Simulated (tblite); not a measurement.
Isomers of C7H11OP. Computed with GFN2-xTB (tblite): harmonic, unscaled wavenumbers at the GFN2-xTB geometry, gas phase. Errors from tens to a few hundred cm⁻¹ against measured bands are possible. One conformer each.

Electronic energies: GFN2-xTB at the same geometries; isomer energies are rough at this level and their order can be wrong.

```csv
SMILES,"electronic energy, lowest = 0 (kcal/mol)"
C=C[P@@]1(=O)C=C(C)CC1,3.2
CC[P@@]1(=O)C=CC=C1C,0.0
C=CCP=C=C(C)OC,77.0
```

Problem. How do GFN2-xTB zero-point energies change the relative energies?

Solution. 
```csv
SMILES,ZPE (kcal/mol),of it from modes above 1550 cm⁻¹,electronic (kcal/mol),"with ZPE, lowest = 0 (kcal/mol)",lowest mode (cm⁻¹),rings
CC[P@@]1(=O)C=CC=C1C,100.9,52.2,0.0,0.0,63,1
C=C[P@@]1(=O)C=C(C)CC1,100.8,52.3,3.2,3.1,68,1
C=CCP=C=C(C)OC,99.6,52.4,77.0,75.7,22,0
```

The zero-point energies span 1.3 kcal/mol, from `C=CCP=C=C(C)OC` to `CC[P@@]1(=O)C=CC=C1C`. The order is unchanged.
